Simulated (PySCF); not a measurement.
Ligands exchanged one at a time, Ga SiH3-H. Isolated molecules, 0 K electronic values unless said otherwise. Strings in code marks are SMILES.

Method: PBE0-D3(BJ)/def2-TZVP run with PySCF 2.14.0. 

| species | LUMO (eV) | dipole moment (D) |
|---|---|---|
| 0 of 3 SiH3 replaced by H (`[SiH3][Ga]([SiH3])[SiH3]`) | -2.64 | 0.19 |
| 1 of 3 SiH3 replaced by H | -2.43 | … |
| 2 of 3 SiH3 replaced by H (`[SiH3][GaH2]`) | -2.15 | 0.12 |
| 3 of 3 SiH3 replaced by H (`[GaH3]`) | -1.82 | … |

Problem. What belongs in the gaps?

Solution. 
- 1 of 3 SiH3 replaced by H, dipole moment (D): 0.11
- 3 of 3 SiH3 replaced by H (`[GaH3]`), dipole moment (D): 0.00
